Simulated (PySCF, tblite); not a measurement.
Species: C4H14Si3.
Cartesian coordinates in Å at the GFN2-xTB level; atoms count from 1:
```
atom  x, y, z in Å
C1    -2.466    0.418    0.501
C2    -1.029    0.076    0.133
C3    -0.948   -1.393   -0.272
C4    -0.054    0.335    1.309
Si5    1.504    0.967    0.359
Si6    3.190   -0.610    0.169
Si7   -0.204    1.189   -1.225
H8    -2.553    1.467    0.779
H9    -2.807   -0.188    1.342
H10   -3.132    0.234   -0.341
H11   -1.295   -2.037    0.538
H12    0.076   -1.676   -0.513
H13   -1.569   -1.588   -1.145
H14   -0.452    1.118    1.956
H15    0.074   -0.548    1.938
H16    2.009    2.212    0.979
H17    2.912   -1.840    0.917
H18    3.375   -1.009   -1.230
H19    4.488   -0.120    0.639
H20   -0.193    0.558   -2.551
H21   -0.934    2.453   -1.399
```

Computed, not measured: PBE0/pcSseg-1 in PySCF (dipole) on a GFN2-xTB geometry, gas phase.

Take the most abundant isotopes and a rigid rotor. The values belong to one conformer with, in the numbering `[CH3:1][C:2]1([CH3:3])[CH2:4][Si@@H:5]([SiH3:6])[SiH2:7]1`, C1–C2–C4–Si5 -144°, C2–C4–Si5–Si6 -103°, C4–Si5–Si7–C2 -14°, C1–C2–Si7–Si5 137°.

(1) What are A, B and C (cm⁻¹)?

(2) What kind of rotor is it?

(3) Is it planar, by Δ = Ic − Ia − Ib?

(4) Give the other two planar moments, Paa and Pbb, and the rms extents of the mass along the axes.

(5) Which lines would a microwave search look for?

(6) Estimate the classical rotational partition function at 10 K, 200 K and 500 K.

## Answers

(1) Ia = 212.34, Ib = 574.43, Ic = 619.79 u·Å²; 505379 MHz·u·Å²/I gives 2380, 879.8 and 815.4 MHz, that is A = 0.07939, B = 0.02935, C = 0.02720 cm⁻¹.

(2) A near-prolate asymmetric top; Ray's κ = -0.918.

(3) Not planar: Δ = Ic − Ia − Ib = -166.98 u·Å². For a rigid frame Δ = −2 Σ m c², so Σ m c² = 83.49 u·Å² lies off the ab plane: 25.63 from hydrogen and 57.86 from heavier atoms. The atom farthest from that plane is 2.12 Å away.

(4) Paa = Σ m a² = (Ib + Ic − Ia)/2 = 490.94 and Pbb = Σ m b² = (Ia + Ic − Ib)/2 = 128.85 u·Å². With the mass M = 146.04 u, the rms extents √(P/M) along a, b and c are 1.83, 0.94, 0.76 Å.

(5) The dipole components are |μa| = 0.47 D, |μb| = 0.24 D, |μc| = 0.23 D. The squared components, which scale the intensities, stand as 1.00 : 0.26 : 0.24 (a : b : c). Some lines, for components of 0.1 D or more:

| type | branch | J(Ka,Kc) | MHz | lower level (cm⁻¹) |
| --- | --- | --- | --- | --- |
| b | Q | 5(1,4) ← 5(0,5) | 2071 | 0.846 |
| b | R | 5(1,4) ← 4(2,3) | 4349 | 0.770 |
| b | Q | 3(2,2) ← 3(1,3) | 4792 | 0.384 |
| b | Q | 4(2,3) ← 4(1,4) | 4923 | 0.606 |
| b | R | 3(1,3) ← 2(0,2) | 6426 | 0.170 |
| b | Q | 4(3,2) ← 4(2,3) | 7669 | 0.770 |
| b | R | 2(2,0) ← 1(1,1) | 8022 | 0.107 |
| a | R | 5(4,2) ← 4(4,1) | 8480 | 1.383 |
| a | R | 5(1,4) ← 4(1,3) | 8628 | 0.627 |
| c | R | 5(1,4) ← 4(0,4) | 10507 | 0.564 |
| b | R | 4(2,3) ← 3(1,2) | 11185 | 0.397 |
| b | R | 5(2,3) ← 4(1,4) | 13464 | 0.606 |
| c | Q | 5(5,1) ← 5(4,1) | 13787 | 1.666 |
| b | R | 4(4,1) ← 3(3,0) | 17508 | 0.799 |

(6) Point group C1, symmetry number σ = 1; q = (√π/σ)·√((kT/h)³/(ABC)), k/h = 20836.6 MHz/K: 4080 at 10 K, 365000 at 200 K, 1440000 at 500 K.

Its GFN2-xTB frequencies are all real (lowest 33 cm⁻¹). Zero-point vibration and centrifugal distortion are left out. A rigid rotor knows nothing of internal rotation, which can split or shift real lines.

Hardware: one thread, Arm Neoverse N1 (aarch64), shared host with 64 logical CPUs at a one-minute load of 56. Cost: 70 s, 0.87 GiB resident at most. This is the PBE0/pcSseg-1 job that gave the dipole, with the shieldings it also computed.
